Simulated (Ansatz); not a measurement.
# How methods differ on SiH3I (SiIH3)

SiH3I: 5 atoms, total charge 0, spin state singlet. As SMILES, `[H][Si]([H])([H])I`. The coordinates come from a GFN2-xTB relaxation.

```tsv
atom	x (Å)	y (Å)	z (Å)
Si	-0.0011	0.0027	-0.2523
I	0.0128	-0.0213	2.2096
H	1.3926	0.0112	-0.6615
H	-0.7063	1.2129	-0.6371
H	-0.6981	-1.2055	-0.6587
```

Each level gives the energy change with the Si1–H5 bond stretched from 1.453 to 3.632 Å (eV). The values are calculated.

```csv
level,kind,program,value (eV),less FCI/STO-3G,CPU time (all runs)
HF/STO-3G (restricted),Hartree–Fock,Ansatz,9.88,+5.07,0.92 s
SVWN5/STO-3G (restricted),LDA,Ansatz,6.83,+2.02,3 s
BLYP/STO-3G (restricted),GGA,Ansatz,6.37,+1.56,4.6 s
PBE/STO-3G (restricted),GGA,Ansatz,6.55,+1.74,4.6 s
r2SCAN/STO-3G (restricted),meta-GGA,Ansatz,6.98,+2.17,12 s
BHLYP/STO-3G (restricted),global hybrid,Ansatz,8.29,+3.48,4.2 s
wB97M-V/STO-3G (restricted),range-separated hybrid,Ansatz,8.19,+3.38,54 s
MP2/STO-3G (restricted),perturbation theory,Ansatz,6.27,+1.46,1.5 s
CCSDT/STO-3G (restricted),coupled cluster or CI,Ansatz,4.81,0.00,2 s
FCI/STO-3G,exact in the basis,Ansatz,4.81,0.00,23 s
```

FCI/STO-3G is exact within its basis and frozen core, so for wave-function methods in that basis the difference is their error; functionals converge differently with the basis, so for them it is only a difference. A spin-restricted reference rises too steeply as a bond breaks; here HF/STO-3G, SVWN5/STO-3G, BLYP/STO-3G, PBE/STO-3G, r2SCAN/STO-3G, BHLYP/STO-3G, wB97M-V/STO-3G, MP2/STO-3G lie well above the multireference or unrestricted value. All-electron rows without a relativistic Hamiltonian named are non-relativistic. The first shape isn't each level's own minimum. The values span 4.81 to 9.88 eV. All rows use very small basis sets, so none should be taken for the real molecule's value. In the correlated wave-function rows the outer d shell of I is correlated, in sets not made for it. In so small a basis fixed costs decide the times, and correlated methods can beat functionals. Times are those of the runs behind each value, whatever else they computed, on shared processors of several kinds: orders of magnitude only.
